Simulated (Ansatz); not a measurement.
Calculated with Ansatz (gas phase, PBE0-D4/def2-TZVP geometries, no zero-point term in ΔE). CCSD(T)/CBS adds triple-zeta CCSD(T) − MP2 to the extrapolated MP2 energy (def2 sets, frozen cores). This one scheme is used for every species. Functionals use def2-TZVPP. B3LYP here is the variant with VWN-RPA as its local correlation; programs differ in this. For Br, Ga outer-core shells are correlated without core-valence functions, which leaves a few kJ/mol of doubt a bond. Scalar relativity is left out up to krypton. One conformer a species, not always the lowest.

Consider the substitution at a C–Ga bond: `O[CH2][GaH][Br]` + `OBO` → `OBOCO` + `[GaH2][Br]`.

| species | B3LYP energy (Eh) |
| --- | --- |
| `O[CH2][GaH][Br]` | -4614.91430 |
| `OBO` | -177.29350 |
| `OBOCO` | -291.86327 |
| `[GaH2][Br]` | -4500.33370 |

Q: Work out ΔE.

A: ΔE = (-291.86327) + (-4500.33370) − (-4614.91430) − (-177.29350) = 0.01083 Eh = +28.4 kJ/mol. CCSD(T)/CBS gives +38.4 kJ/mol.

Largest T1 diagnostic among the species: 0.013.

In def2-TZVPP, CCSD(T) changes the Hartree–Fock value by +16.7 kJ/mol (the triples alone add +0.7 kJ/mol) and MP2 by +23.3 kJ/mol.
